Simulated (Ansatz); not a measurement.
Consider the redistribution: `O[SiH2]F` + `[BH2][GeH2][SiH3]` → `F[SiH2][GeH2][SiH3]` + `BO`.

Gas-phase electronic energies from Ansatz, PBE0-D4/def2-TZVP geometries. CBS: MP2 limit from def2 TZ/QZ plus the TZ coupled-cluster correction, frozen cores. This one scheme is used for every species. DFT in def2-TZVPP. B3LYP here is the variant with VWN-RPA as its local correlation; programs differ in this. For Ge outer-core shells are correlated without core-valence functions, which leaves a few kJ/mol of doubt a bond. Scalar relativity is left out up to krypton. Each species was taken in one conformer, which may not be the lowest.

| level | ΔE (kJ/mol) | difference from CCSD(T)/CBS |
| --- | --- | --- |
| PBE-D4 | -64.8 | -18.0 |
| PBE0-D4 | -59.5 | -12.7 |
| B3LYP-D4 | -57.0 | -10.2 |
| ωB97X-V | -52.9 | -6.1 |
| ωB97M-V | -53.1 | -6.3 |
| B2PLYP | -51.1 | -4.3 |
| CCSD/def2-TZVPP | -45.9 | 0.9 |
| CCSD(T)/def2-TZVPP | -48.2 | -1.4 |
| HF/def2-QZVPP | -39.0 | 7.8 |
| HF/CBS(def2) | -38.9 | 7.9 |
| CCSD(T)/CBS | -46.8 | 0 |

Largest T1 diagnostic among the species: 0.014.

In def2-TZVPP, CCSD(T) changes the Hartree–Fock value by −8.7 kJ/mol (the triples alone add −2.2 kJ/mol) and MP2 by −6.8 kJ/mol. From PBE to PBE0 (25 % exact exchange), in def2-TZVPP and without D4, ΔE moves by +5.3 kJ/mol.
